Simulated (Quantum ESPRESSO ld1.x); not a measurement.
Problem. Neutral ruthenium, configuration [Kr] 4d7 5s1. Method: scalar-relativistic Kohn-Sham, LDA (Slater exchange, Perdew-Wang correlation), spin-polarised, spherical densities, point nucleus; open shells are filled with parallel spins first; computed with ld1.x of Quantum ESPRESSO 7.5. Some entries of the table are withheld. Estimate them.

orbital,occ.,eigenvalue (eV),<1/r> (bohr^-1)
1s up,1,-21908.3,45.82
1s down,1,-21908.3,45.82
2s up,1,-3150.73,10.36
2s down,1,-3150.34,10.36
2p up,3,-2823.80,10.05
2p down,3,-2823.49,10.05
3s up,1,-554.202,3.589
3s down,1,-553.915,3.589
3p up,3,-446.796,3.419
3p down,3,-446.485,3.420
3d up,5,-273.429,3.193
3d down,5,-273.022,3.194
4s up,1,-77.0451,1.348
4s down,1,-75.2952,1.352
4p up,3,-47.1800,1.200
4p down,3,-45.3317,1.204
4d up,5,-6.0886,0.8120
5s up,1,-4.9671,0.3924
4d down,2,-4.1844,0.8029
5s down,0,-3.6837,0.3689
5p up,0,(1),0.2697
5p down,0,(2),0.2265
6s up,0,(3),0.06262

Solution. 
(1) 5p up eigenvalue (eV): -1.2706
(2) 5p down eigenvalue (eV): -0.5828
(3) 6s up eigenvalue (eV): -0.0091
